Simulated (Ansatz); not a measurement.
`[SiH3][SiH]1B[SiH2]1` + `C[Si](O)(F)F` → `O[Si](F)(F)[SiH3]` + `C[SiH]1B[SiH2]1`  (redistribution)

Isolated molecules relaxed with PBE0-D4/def2-TZVP in Ansatz; ΔE leaves out vibrations. CCSD(T)/CBS adds triple-zeta CCSD(T) − MP2 to the extrapolated MP2 energy (def2 sets, frozen cores). This one scheme is used for every species. Functionals use def2-TZVPP. B3LYP here is the variant with VWN-RPA as its local correlation; programs differ in this. One conformer a species, not always the lowest.

`[SiH3][SiH]1B[SiH2]1`:

```xyz
11

Si   -1.640   -0.416   -0.911
Si    0.584   -0.871   -0.375
B     1.472   -0.558    1.267
Si    0.887    1.225    1.092
H    -1.742    0.639   -1.953
H    -2.246   -1.663   -1.454
H    -2.395    0.001    0.297
H     1.284   -1.508   -1.530
H     2.575   -0.911    1.541
H    -0.526    1.624    0.879
H     1.746    2.438    1.146
```

`C[Si](O)(F)F`:

```xyz
9

C     0.367   -1.043    0.600
Si   -0.381    0.334   -0.347
O     0.576    1.640   -0.271
F    -0.621   -0.077   -1.864
F    -1.829    0.690    0.205
H     1.345   -1.301    0.191
H     0.497   -0.761    1.647
H    -0.270   -1.928    0.558
H     0.317    2.445   -0.720
```

`O[Si](F)(F)[SiH3]`:

Cartesian coordinates in Å:
```
O 1.917 -0.014 -0.199
Si 0.502 -0.650 0.271
F 0.291 -2.075 -0.406
F 0.532 -0.954 1.834
Si -1.222 0.815 -0.277
H 2.738 -0.488 -0.050
H -2.515 0.229 0.161
H -1.241 1.023 -1.747
H -1.002 2.112 0.412
```

`C[SiH]1B[SiH2]1`:

Cartesian coordinates in Å:
```
C 1.344 -1.070 -0.351
Si 0.767 0.636 0.141
B -0.707 1.133 1.198
Si -1.878 0.177 0.095
H 1.447 -1.161 -1.435
H 2.334 -1.235 0.087
H 0.675 -1.849 0.013
H 1.723 1.642 -0.407
H -0.918 2.254 1.541
H -1.608 -1.185 -0.432
H -3.177 0.658 -0.450
```

Q: Is it downhill or uphill in electronic energy at CCSD(T)/CBS, and by how much? (An estimate is asked.)

A: The calculation gave: Uphill: ΔE = +44.7 kJ/mol.

Q: What do these levels give: PBE-D4, BLYP-D4, B3LYP-D4, CAM-B3LYP-D4, revPBE, r2SCAN, LC-ωPBE, SCS-MP2/def2-TZVPP, CCSD(T)/def2-TZVPP, HF/def2-QZVPP, MP2/def2-QZVPP, HF/CBS(def2)? (Estimate.)

A: Ansatz gave: PBE-D4 39.5, BLYP-D4 33.3, B3LYP-D4 37.4, CAM-B3LYP-D4 37.8, revPBE 37.4, r2SCAN 45.2, LC-ωPBE 43.3, SCS-MP2/def2-TZVPP 42.3, CCSD(T)/def2-TZVPP 45.1, HF/def2-QZVPP 41.4, MP2/def2-QZVPP 44.5, HF/CBS(def2) 41.3 kJ/mol.

Largest T1 diagnostic among the species: 0.016.

From BLYP to BHLYP (50 % exact exchange), in def2-TZVPP and without D4, ΔE moves by +8.6 kJ/mol. Leaving LDA and LC-ωPBE aside and taking each functional with its dispersion term where it has one, the values, not all of them listed here, spread over 14.4 kJ/mol, from BLYP-D4 to r2SCAN0-D4. LDA lies +3.8 kJ/mol from PBE without D4.
